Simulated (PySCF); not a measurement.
An element was calculated at PBE0 (PySCF 2.14, spin-free X2C, a triple-zeta basis, no spin-orbit coupling), in the ground configurations that NIST lists.

| Item | Value |
| --- | --- |
| electron affinity | 2.022 eV |
| first ionisation energy | 9.249 eV |
| second ionisation energy | 20.753 eV |
| third ionisation energy | 32.712 eV |
| polarisability of the atom | 36.9 bohr³ |

**Question.** Which element is it?

**Answer.** Gold (Au, Z = 79), in x2c-TZVPPall with one added diffuse shell each of s, p, d, f type. NIST lists 9.226, 20.203 ± 0.025, 30 ± 1.6 eV for these ionisation energies.
